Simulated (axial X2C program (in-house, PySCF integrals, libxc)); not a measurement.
Nuclear properties of AgAu⁺

Calculated with an axial X2C code built on PySCF integrals: two-component X2C with atomic mean-field Coulomb and Gaunt terms, Gaussian nuclei, basis Au dyall-cv3z, Ag dyall-cv3z with contracted cores.

R = 2.696 Å (near the PBE0 minimum at charge 1 of the determinant lowest at the starting distance; the state shown can have its own minimum elsewhere).

Determinant lowest in the PBE0 search, Ω = 1/2 (⟨Sz⟩ = 0.49, ⟨Lz⟩ = 0.01 at PBE0), spin on the atoms Au 0.36, Ag 0.13:

| level | Eeff magnitude (GV/cm) | Ws magnitude Au (kHz) | A∥/gI Au (MHz) | qzz Au (a.u.) | A∥/gI Ag (MHz) | qzz Ag (a.u.) |
| --- | --- | --- | --- | --- | --- | --- |
| PBE0 | 31.1 | 74.3 | 21500 | 0.88 | 2170 | -0.43 |
| HF | 49.7 | 122 | 20300 | -0.26 | 2380 | -0.80 |
| BHandHLYP | 37.5 | 90.2 | 21300 | 0.66 | 2320 | -0.55 |
| PBE | 20.3 | 47.9 | 20800 | 1.26 | 1850 | -0.18 |
| B3LYP | 27 | 64.3 | 21200 | 1.09 | 2060 | -0.35 |

Determinant 1.16 eV from it at PBE0 and this distance, Ω = 5/2 (⟨Sz⟩ = 0.50, ⟨Lz⟩ = 2.00 at PBE0), spin on the atoms Au 0.51, Ag -0.01:

```json
{"level": "PBE0", "Eeff magnitude (GV/cm)": "4.32", "Ws magnitude Au (kHz)": "2.01", "A∥/gI Au (MHz)": "1040", "qzz Au (a.u.)": "-8.19", "A∥/gI Ag (MHz)": "-46.6", "qzz Ag (a.u.)": "-0.63"}
{"level": "HF", "Eeff magnitude (GV/cm)": "16.8", "Ws magnitude Au (kHz)": "7.83", "A∥/gI Au (MHz)": "1190", "qzz Au (a.u.)": "-8.60", "A∥/gI Ag (MHz)": "-82.6", "qzz Ag (a.u.)": "-1.05"}
{"level": "BHandHLYP", "Eeff magnitude (GV/cm)": "4.44", "Ws magnitude Au (kHz)": "2.07", "A∥/gI Au (MHz)": "983", "qzz Au (a.u.)": "-8.33", "A∥/gI Ag (MHz)": "-41.9", "qzz Ag (a.u.)": "-0.76"}
{"level": "PBE", "Eeff magnitude (GV/cm)": "2.74", "Ws magnitude Au (kHz)": "1.25", "A∥/gI Au (MHz)": "941", "qzz Au (a.u.)": "-6.81", "A∥/gI Ag (MHz)": "16.1", "qzz Ag (a.u.)": "-0.96"}
{"level": "B3LYP", "Eeff magnitude (GV/cm)": "3.03", "Ws magnitude Au (kHz)": "1.41", "A∥/gI Au (MHz)": "993", "qzz Au (a.u.)": "-8.06", "A∥/gI Ag (MHz)": "-37.5", "qzz Ag (a.u.)": "-0.53"}
```

Eeff is the effective electric field on the electron electric dipole moment in this Ω state and Ws the scalar–pseudoscalar constant of the nucleus named (defined with the proton number Z and per Ω); A∥ (defined per Ω) follows by multiplying with gI = μI/(I μN); qzz is the electric field gradient, eQq0 = 234.96 MHz × Q/barn × qzz. The operators were transformed with the bare-nucleus X2C matrices; with these basis sets, hyperfine constants and field gradients can be off by tens of per cent, and where levels differ in sign neither size nor sign is settled.

(1) With gI(197Au) = 0.0972, gI(107Ag) = -0.2271 (g factors from the IAEA table of nuclear moments by Stone), turn the PBE0 values of the first state into constants in MHz.

Each state is one determinant with collinear spin. Unrestricted Hartree–Fock can overshoot spin polarisation at the nuclei. Where Eeff spreads by more than a factor of two the levels disagree and none is to be relied on. The search compared states at one distance, so a state with another bond length can lie lower. Where a field gradient or hyperfine factor spreads by more than a factor of two over the levels, a constant derived from it is not to be relied on. PBE0 term energies can be off by some tenths of an eV.

## Answers

(1) A∥(197Au) = 21500 × 0.0972 = 2090 MHz; A∥(107Ag) = 2170 × -0.2271 = -493 MHz.
